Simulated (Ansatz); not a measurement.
C2H3Cl3O2Si (`CC(=O)O[Si](Cl)(Cl)Cl`). The species carries charge 0 and has multiplicity 1. The geometry is a stationary point of PBE0-D4/def2-TZVP. It is one conformer, not always the lowest.

```xyz
11

C    -1.331   -0.941    1.183
C    -0.048   -0.350    0.707
O     0.992   -0.337    1.295
O    -0.184    0.203   -0.532
Si    1.047    0.939   -1.347
Cl    0.207    1.534   -3.087
Cl    1.730    2.552   -0.344
Cl    2.547   -0.353   -1.731
H    -1.663   -1.707    0.479
H    -2.103   -0.169    1.207
H    -1.194   -1.370    2.172
```

**Question.** What is the dipole moment at r2SCAN/def2-TZVPP? (Estimate.)

**Answer.** The calculation gave: 2.49 D, with components (-2.37, -0.75, 0.16) D in this frame, pointing from negative to positive charge.

**Question.** And with PBE, B3LYP, ωB97M-V? (An estimate is asked.)

**Answer.** Computed: PBE 2.37 D, B3LYP 2.46 D, ωB97M-V 2.47 D.

**Question.** Give the Mulliken charges with r2SCAN, PBE, ωB97M-V in def2-TZVPP. (An estimate is asked.)

**Answer.** Ansatz gave: 
| atom | r2SCAN | PBE | ωB97M-V |
| --- | --- | --- | --- |
| C1 | -0.14 | -0.24 | -0.29 |
| C2 | 0.35 | 0.24 | 0.32 |
| O3 | -0.31 | -0.24 | -0.29 |
| O4 | -0.33 | -0.24 | -0.31 |
| Si5 | 0.73 | 0.59 | 0.61 |
| Cl6 | -0.18 | -0.15 | -0.14 |
| Cl7 | -0.18 | -0.15 | -0.14 |
| Cl8 | -0.18 | -0.15 | -0.14 |
| H9 | 0.08 | 0.11 | 0.13 |
| H10 | 0.08 | 0.11 | 0.13 |
| H11 | 0.08 | 0.11 | 0.12 |

B3LYP here is the variant with VWN-RPA as its local correlation; programs differ in this.
